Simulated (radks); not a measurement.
Values are calculated unless marked as measured or tabulated.
Problem. Radial electron density D(r) = 4 pi r^2 rho(r) of an atom or ion with 40 electrons. Code: a radial shooting solver on a logarithmic mesh with Libxc functionals. Model: Dirac Kohn-Sham, LDA (Slater exchange, Perdew-Wang correlation), spin-unpolarised, spherical densities, finite nucleus; Fermi nuclear charge, rms radius of each element as measured or else 0.836 A^(1/3) + 0.57 fm.

r (bohr),D(r) (e/bohr)
0.001142,1.248
0.001298,1.569
0.001487,1.996
0.00169,2.499
0.001936,3.164
0.0022,3.940
0.002521,4.955
0.002865,6.127
0.003283,7.641
0.003731,9.361
0.004274,11.55
0.004858,13.98
0.005566,17.00
0.006326,20.26
0.007247,24.18
0.008237,28.26
0.009437,32.93
0.01073,37.50
0.01229,42.37
0.01397,46.71
0.016,50.77
0.01819,53.77
0.02083,55.78
0.02368,56.39
0.02713,55.67
0.03083,53.91
0.03533,51.44
0.04015,49.26
0.046,48.04
0.05228,48.67
0.0599,51.63
0.06808,56.32
0.07799,62.24
0.08864,67.10
0.1016,69.62
0.1154,68.31
0.1322,63.02
0.1503,55.87
0.1722,48.76
0.1957,45.06
0.2242,45.59
0.2548,49.26
0.292,53.34
0.3318,54.05
0.3802,49.44
0.4321,40.68
0.495,29.61
0.5626,20.75
0.6446,15.16
0.7326,13.43
0.8394,13.59
0.954,13.70
1.093,12.55
1.242,10.27
1.423,7.290
1.617,4.698
1.853,2.615
2.106,1.349
2.413,0.5916
2.743,0.2395
3.142,0.07791
3.571,0.02254
4.091,0.004773
4.65,0.0008546

What is the nuclear charge?

Solution. Z = 44. The innermost maximum, from 1s, lies near gamma/Z bohr with gamma = sqrt(1 - (Z/c)^2) = 0.947, here 0.0215 bohr (found: 0.0237), and its height grows with Z. The density is that of the ruthenium ion Ru4+ in [Kr] 4d4; the configuration itself is not fixed sharply by these data, and Z only to a few units. D(r) has 4 maxima, at r = 0.0237, 0.104, 0.319, 0.917 bohr, and minima at 0.0471, 0.205, 0.763 bohr, inside which lie 2.05, 11.09, 29.29 electrons.
